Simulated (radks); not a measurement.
The numbers below are computed, except where a source is named.
Problem. Spherical quantum dot in the effective-mass picture: electrons in a hard-walled sphere of radius 12.7, with a point charge +2 (a donor) at the centre, all in effective atomic units (hartree* = m*/eps^2 hartree, bohr* = eps/m* bohr), one dielectric constant everywhere. Level of theory: non-relativistic Kohn-Sham, LDA (Slater exchange, Perdew-Wang correlation), spin-polarised, spherical densities (a radial shooting solver with Libxc functionals). Levels are named by radial order and angular momentum (1s, 1p, 1d, 2s, ...), and open shells are averaged over m. At N = 7 the configuration is 1s2 1p(up 3, down 0) 2s2. Does electron 8 go into 1d down or 1d up or 1p down?

Solution. Into 1p down. The total energies of the other choices lie higher by 0.0124 hartree* (1d up), 0.0281 hartree* (1d down).
